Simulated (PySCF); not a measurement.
1-(chloromethyl)-1-methylcyclopropane (C5H9Cl), SMILES CC1(CCl)CC1.

Coordinates come from a PBE0-D3(BJ)/def2-SVP optimisation. Other conformers were not sampled.

These are PBE0-D3(BJ)/def2-SVP (PySCF) values and carry that method's errors.

Frequencies are harmonic and unscaled.

```json
[
 {"mode": "1", "ν (cm⁻¹)": "99", "IR (km/mol)": "1.3", "moving atoms (share of kinetic energy)": "C 52 %, H 25 %, Cl 23 %"},
 {"mode": "2", "ν (cm⁻¹)": "193", "IR (km/mol)": "2.2", "moving atoms (share of kinetic energy)": "C 43 %, Cl 34 %, H 23 %"},
 {"mode": "3", "ν (cm⁻¹)": "228", "IR (km/mol)": "0.1", "moving atoms (share of kinetic energy)": "H 91 %"},
 {"mode": "4", "ν (cm⁻¹)": "320", "IR (km/mol)": "0.7", "moving atoms (share of kinetic energy)": "C 46 %, H 42 %, Cl 12 %"},
 {"mode": "5", "ν (cm⁻¹)": "352", "IR (km/mol)": "0.4", "moving atoms (share of kinetic energy)": "C 54 %, H 44 %"},
 {"mode": "6", "ν (cm⁻¹)": "368", "IR (km/mol)": "1.1", "moving atoms (share of kinetic energy)": "C 57 %, H 43 %"},
 {"mode": "7", "ν (cm⁻¹)": "451", "IR (km/mol)": "2.9", "moving atoms (share of kinetic energy)": "C 57 %, H 27 %, Cl 16 %"},
 {"mode": "8", "ν (cm⁻¹)": "732", "IR (km/mol)": "17.0", "moving atoms (share of kinetic energy)": "C 74 %, H 22 %"},
 {"mode": "9", "ν (cm⁻¹)": "762", "IR (km/mol)": "22.4", "moving atoms (share of kinetic energy)": "C 63 %, H 25 %, Cl 12 %"},
 {"mode": "10", "ν (cm⁻¹)": "781", "IR (km/mol)": "3.9", "moving atoms (share of kinetic energy)": "H 91 %"},
 {"mode": "11", "ν (cm⁻¹)": "891", "IR (km/mol)": "2.5", "moving atoms (share of kinetic energy)": "C 54 %, H 45 %"},
 {"mode": "12", "ν (cm⁻¹)": "894", "IR (km/mol)": "1.3", "moving atoms (share of kinetic energy)": "H 75 %, C 24 %"},
 {"mode": "13", "ν (cm⁻¹)": "941", "IR (km/mol)": "10.2", "moving atoms (share of kinetic energy)": "H 64 %, C 36 %"},
 {"mode": "14", "ν (cm⁻¹)": "965", "IR (km/mol)": "6.7", "moving atoms (share of kinetic energy)": "H 63 %, C 37 %"},
 {"mode": "15", "ν (cm⁻¹)": "979", "IR (km/mol)": "22.1", "moving atoms (share of kinetic energy)": "H 52 %, C 48 %"},
 {"mode": "16", "ν (cm⁻¹)": "1033", "IR (km/mol)": "7.4", "moving atoms (share of kinetic energy)": "H 80 %, C 20 %"},
 {"mode": "17", "ν (cm⁻¹)": "1070", "IR (km/mol)": "0.4", "moving atoms (share of kinetic energy)": "H 65 %, C 35 %"},
 {"mode": "18", "ν (cm⁻¹)": "1081", "IR (km/mol)": "1.1", "moving atoms (share of kinetic energy)": "C 56 %, H 44 %"},
 {"mode": "19", "ν (cm⁻¹)": "1114", "IR (km/mol)": "5.9", "moving atoms (share of kinetic energy)": "H 54 %, C 46 %"},
 {"mode": "20", "ν (cm⁻¹)": "1170", "IR (km/mol)": "0.0", "moving atoms (share of kinetic energy)": "H 75 %, C 25 %"},
 {"mode": "21", "ν (cm⁻¹)": "1180", "IR (km/mol)": "0.6", "moving atoms (share of kinetic energy)": "H 78 %, C 22 %"},
 {"mode": "22", "ν (cm⁻¹)": "1279", "IR (km/mol)": "21.0", "moving atoms (share of kinetic energy)": "H 81 %, C 19 %"},
 {"mode": "23", "ν (cm⁻¹)": "1348", "IR (km/mol)": "4.2", "moving atoms (share of kinetic energy)": "H 53 %, C 47 %"},
 {"mode": "24", "ν (cm⁻¹)": "1369", "IR (km/mol)": "5.7", "moving atoms (share of kinetic energy)": "H 56 %, C 44 %"},
 {"mode": "25", "ν (cm⁻¹)": "1414", "IR (km/mol)": "6.3", "moving atoms (share of kinetic energy)": "H 52 %, C 48 %"},
 {"mode": "26", "ν (cm⁻¹)": "1434", "IR (km/mol)": "9.0", "moving atoms (share of kinetic energy)": "H 92 %"},
 {"mode": "27", "ν (cm⁻¹)": "1450", "IR (km/mol)": "3.8", "moving atoms (share of kinetic energy)": "H 93 %"},
 {"mode": "28", "ν (cm⁻¹)": "1464", "IR (km/mol)": "9.5", "moving atoms (share of kinetic energy)": "H 93 %"},
 {"mode": "29", "ν (cm⁻¹)": "1476", "IR (km/mol)": "7.3", "moving atoms (share of kinetic energy)": "H 91 %, C 9 %"},
 {"mode": "30", "ν (cm⁻¹)": "1513", "IR (km/mol)": "1.4", "moving atoms (share of kinetic energy)": "C 53 %, H 47 %"},
 {"mode": "31", "ν (cm⁻¹)": "3051", "IR (km/mol)": "23.2", "moving atoms (share of kinetic energy)": "H 97 %"},
 {"mode": "32", "ν (cm⁻¹)": "3097", "IR (km/mol)": "15.9", "moving atoms (share of kinetic energy)": "H 95 %"},
 {"mode": "33", "ν (cm⁻¹)": "3143", "IR (km/mol)": "14.5", "moving atoms (share of kinetic energy)": "H 91 %, C 9 %"},
 {"mode": "34", "ν (cm⁻¹)": "3145", "IR (km/mol)": "9.5", "moving atoms (share of kinetic energy)": "H 95 %"},
 {"mode": "35", "ν (cm⁻¹)": "3152", "IR (km/mol)": "3.3", "moving atoms (share of kinetic energy)": "H 94 %"},
 {"mode": "36", "ν (cm⁻¹)": "3161", "IR (km/mol)": "11.5", "moving atoms (share of kinetic energy)": "H 91 %, C 9 %"},
 {"mode": "37", "ν (cm⁻¹)": "3171", "IR (km/mol)": "7.8", "moving atoms (share of kinetic energy)": "H 90 %, C 10 %"},
 {"mode": "38", "ν (cm⁻¹)": "3239", "IR (km/mol)": "0.7", "moving atoms (share of kinetic energy)": "H 89 %, C 11 %"},
 {"mode": "39", "ν (cm⁻¹)": "3250", "IR (km/mol)": "6.7", "moving atoms (share of kinetic energy)": "H 89 %, C 11 %"}
]
```
